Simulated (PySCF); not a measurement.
C5H9BO2.
Z-matrix (Å and degrees, PBE0-D3(BJ)/def2-SVP geometry), rows numbered from 1:
```
C 
C   1  1.5080
C   2  1.5322  1  120.75
C   2  1.4592  1  121.21  3   -70.02
C   4  1.3319  2  150.07  3  -176.03
B   5  1.5633  4  121.85  2   176.17
O   6  1.3601  5  118.95  4  -177.31
O   6  1.3660  5  122.27  4     2.60
H   1  1.1012  2  110.82  3   156.52
H   1  1.1011  2  111.25  3   -83.30
H   1  1.1008  2  110.80  3    37.17
H   2  1.0985  1  114.74  3   143.28
H   3  1.0976  2  117.24  4   108.31
H   3  1.0966  2  117.69  4  -109.38
H   5  1.0961  4  117.99  2    -3.52
H   7  0.9638  6  111.06  5   179.72
H   8  0.9629  6  111.35  5    -0.16
```

The closed-shell ground state was solved at several levels (PySCF, density fitting, gas phase, non-relativistic).

| level | basis functions | total energy (Eh) | HOMO (eV) | LUMO (eV) | gap (eV) | dipole (D) |
| --- | --- | --- | --- | --- | --- | --- |
| B3LYP/def2-SVPD | 238 | -371.0712 | -7.42 | -0.99 | 6.43 | 2.23 |
| B3LYP/pcJ-1 | 306 | -371.3351 | -7.34 | -0.88 | 6.46 | 2.15 |
| PBE0/pcSseg-1 | 181 | -370.8382 | -7.60 | -0.70 | 6.90 | 2.13 |

Estimate the row for B3LYP/pcSseg-1, a basis of 181 functions; the other rows only guide the guess.

Total energy -371.2820 Eh, HOMO -7.36 eV, LUMO -0.89 eV, gap 6.47 eV, dipole 2.09 D.

Over all these levels, which gives the widest orbital gap and which the narrowest?

PBE0/pcSseg-1 (global hybrid, 25 % exact exchange) has the widest, 6.90 eV, and B3LYP/def2-SVPD (global hybrid, 20 % exact exchange) the narrowest, 6.43 eV. Functional and basis both differ between the two, so the spread mixes both effects.

How much does the basis alone move the frontier levels among the 3 B3LYP rows (the withheld one included)?

The HOMO by 0.08 eV and the LUMO by 0.11 eV. By rising basis size (HOMO, LUMO in eV): pcSseg-1 -7.36, -0.89; def2-SVPD -7.42, -0.99; pcJ-1 -7.34, -0.88.

How far do the dipole and the HOMO energy spread over the levels?

The dipole runs from 2.09 to 2.23 D (mean 2.15 D) and the HOMO from -7.60 to -7.34 eV.

One conformer stands for the species.
